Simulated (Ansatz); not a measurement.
Consider the redistribution: `[CH3][Sc]([CH3])[CH3]` + `CC[Si]F` → `[CH3][Sc]([CH3])[F]` + `CC[Si]C`.

Computed with Ansatz on PBE0-D4/def2-TZVP structures; ΔE is electronic, products minus reactants. CCSD(T)/CBS adds triple-zeta CCSD(T) − MP2 to the extrapolated MP2 energy (def2 sets, frozen cores). For Sc outer-core shells are correlated without core-valence functions, which leaves a few kJ/mol of doubt a bond. Scalar relativity is left out up to krypton. One conformer a species, not always the lowest.

`[CH3][Sc]([CH3])[CH3]`:

Cartesian coordinates in Å:
```
C 0.742 -1.920 0.645
Sc 0.215 0.161 0.242
C 1.002 1.065 -1.584
C -1.713 0.879 0.977
H 1.633 -2.014 1.284
H 0.972 -2.460 -0.283
H -0.066 -2.466 1.149
H 0.207 1.539 -2.175
H 1.496 0.329 -2.231
H 1.744 1.850 -1.380
H -1.625 1.429 1.926
H -2.407 0.050 1.165
H -2.200 1.558 0.265
```

`CC[Si]F`:

```xyz
9

C    -0.561   -0.726    0.252
C     0.441    0.054   -0.590
Si    1.208    1.639    0.103
F     0.134    1.988    1.266
H    -1.379   -0.086    0.587
H    -0.993   -1.563   -0.302
H    -0.089   -1.136    1.148
H    -0.028    0.410   -1.526
H     1.267   -0.580   -0.938
```

`[CH3][Sc]([CH3])[F]`:

```xyz
10

C    -0.899   -1.556    0.590
Sc   -0.393    0.099   -0.742
C     1.181    1.474   -0.111
F    -1.324    0.374   -2.311
H    -1.945   -1.520    0.925
H    -0.273   -1.550    1.491
H    -0.769   -2.537    0.114
H     1.926    1.669   -0.893
H     1.720    1.090    0.765
H     0.776    2.456    0.171
```

`CC[Si]C`:

```xyz
12

C    -0.212    1.399    0.012
C     0.230    0.460    1.125
Si    0.890   -1.291    0.779
C     0.071   -1.635   -0.897
H    -0.983    0.950   -0.616
H    -0.616    2.336    0.406
H     0.625    1.661   -0.642
H    -0.632    0.209    1.776
H     0.928    0.957    1.809
H    -1.012   -1.461   -0.854
H     0.463   -0.934   -1.646
H     0.249   -2.651   -1.251
```

| species | CCSD(T)/def2-TZVPP energy (Eh) |
| --- | --- |
| `[CH3][Sc]([CH3])[CH3]` | -879.56694 |
| `CC[Si]F` | -467.88742 |
| `[CH3][Sc]([CH3])[F]` | -939.57340 |
| `CC[Si]C` | -407.91384 |

**Question.** Work out ΔE.

**Answer.** ΔE = (-939.57340) + (-407.91384) − (-879.56694) − (-467.88742) = -0.03288 Eh = -20.6 kcal/mol. CCSD(T)/CBS gives -18.4 kcal/mol.

Largest T1 diagnostic among the species: 0.014.

Leaving LDA and LC-ωPBE aside and taking each functional with its dispersion term where it has one, the values, not all of them listed here, spread over 2.7 kcal/mol, from revPBE-D4 to ωB97M-V. In def2-TZVPP, CCSD(T) changes the Hartree–Fock value by −1.7 kcal/mol (the triples alone add −0.4 kcal/mol) and MP2 by −2.0 kcal/mol. At CCSD(T), def2-SVP lies −7.5 kcal/mol from the extrapolated value and def2-TZVPP −2.2 kcal/mol.
